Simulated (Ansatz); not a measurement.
C4H3F3O2 (`O=C(/C=C/O)C(F)(F)F`), relaxed with RKS PBE-D4/def2-SVP in Ansatz 0.2.0 from a rough embedded geometry. The force threshold is 0.03 eV/Å; the program also tests the step.

Charge 0, multiplicity 1.

Start:

```xyz
12

O     0.948    1.007   -1.398
C     0.324    0.792   -0.390
C    -0.024   -0.603    0.009
C     0.289   -1.674   -0.668
O     0.063   -2.963   -0.420
C    -0.198    1.893    0.522
F    -1.589    1.890    0.596
F     0.206    1.741    1.813
F     0.160    3.169    0.153
H    -0.661   -0.688    0.937
H     0.973   -1.560   -1.578
H    -0.490   -3.005    0.423
```

```json
{"step": "1", "energy (eV)": "-16411.5927", "largest force (eV/Å)": "4.421", "largest move (Å)": "0.000"}
{"step": "2", "energy (eV)": "-16411.8984", "largest force (eV/Å)": "1.473", "largest move (Å)": "0.075"}
{"step": "3", "energy (eV)": "-16411.9636", "largest force (eV/Å)": "0.471", "largest move (Å)": "0.061"}
{"step": "4", "energy (eV)": "-16411.9785", "largest force (eV/Å)": "0.176", "largest move (Å)": "0.022"}
{"step": "5", "energy (eV)": "-16411.9813", "largest force (eV/Å)": "0.031", "largest move (Å)": "0.012"}
{"step": "6", "energy (eV)": "-16411.9814", "largest force (eV/Å)": "0.014", "largest move (Å)": "0.004"}
```

End:

```xyz
12

O     0.968    1.036   -1.378
C     0.306    0.761   -0.386
C    -0.074   -0.581    0.056
C     0.326   -1.661   -0.672
O     0.071   -2.946   -0.416
C    -0.217    1.905    0.532
F    -1.574    1.891    0.564
F     0.220    1.725    1.804
F     0.186    3.105    0.109
H    -0.677   -0.699    0.971
H     0.930   -1.522   -1.585
H    -0.467   -3.015    0.400
```

Hardware: 2 threads of an AMD EPYC 7R13 on a shared host. Wall time 17 s, peak host memory 0.22 GiB.
